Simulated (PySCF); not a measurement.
Ionisation energy of Ca¹⁷⁺ by level of theory

Ca¹⁷⁺ [He] 2s1 [2s1/2^1, M_J = 1/2] → Ca¹⁸⁺ 1s2, as a difference of total energies. Computed with PySCF 2.14 in an even-tempered Gaussian basis (17 s from 3.8 bohr⁻², ratio 2.4; 10 p from 4.9 bohr⁻², ratio 2.4; 5 d from 15 bohr⁻², ratio 2.6; 4 f from 23 bohr⁻², ratio 2.6), with the two-component X2C-1e Hamiltonian. Correlated levels: nothing frozen; the 28 highest virtual spinors dropped. "Screened" scales the spin-orbit matrix elements by Boettger's factors to mimic the two-electron term; Breit and QED terms are absent.

```tsv
method	ionisation energy (eV)
GHF (screened spin-orbit)	1157.9
GMP2 (screened spin-orbit)	1158.0
```

For comparison: 1157.7 eV (theoretical estimate listed by NIST; NIST Atomic Spectra Database, ionization energies).
